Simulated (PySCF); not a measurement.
Molecule: H4SSeSi, SMILES [SeH][SiH2]S, singlet. Atoms near the plane z = 0.0 Å, at the PBE0/def2-SVP optimised geometry (x, y, z in Å): S1 (2.0, -0.7, 0.0), Si2 (-0.1, -0.7, 0.0), Se3 (-0.9, 1.5, 0.0), H7 (-2.1, 1.1, -0.7).

Method: PBE0/def2-TZVP (PySCF). Cells within 0.4 Å of a nucleus heavier than hydrogen are left out (blank, or x). The values are rescaled to run from 0 to 1.

```
|000000000000000000000000000|
|000000000000000000000000000|
|000000001111110000000000000|
|000000112233221100000000000|
|000001223444432210000000000|
|000012234555543210000000000|
|000012345666654321000000000|
|000123456788765431100000000|
|0001345678xx875432111100000|
|0002345679xx875433222210000|
|000234567899765443443321000|
|000134566777765545555432100|
|000123455667766556666543210|
|000012345566766667777654210|
|0000012345669x76778x7764320|
|000001234567xx8777xx8764320|
|000000124567xx76778x8764320|
|000000123456666667777654310|
|000000123455655556666543210|
|000000012344544445555433200|
|000000012233333333444322100|
|000000001122222222222211000|
|000000000011111111111100000|
|000000000000000000000000000|
|000000000000000000000000000|
|000000000000000000000000000|
|000000000000000000000000000|
```
Scale: ten equal steps from 0.000 (start of '0') to 1.00 (end of '9'), in the order '0123456789'; x runs from -4.50 to 4.50, y from -4.50 (bottom) to 4.50 (top).

Question: Which quantity is mapped?
(A) log10 of the electron density
(B) electrostatic potential
(C) deformation density (molecule minus spherical neutral atoms)
(D) electron localisation function

Answer: A, log10 of the electron density. In full: log10 of the electron density (e/bohr³), floored at −4.
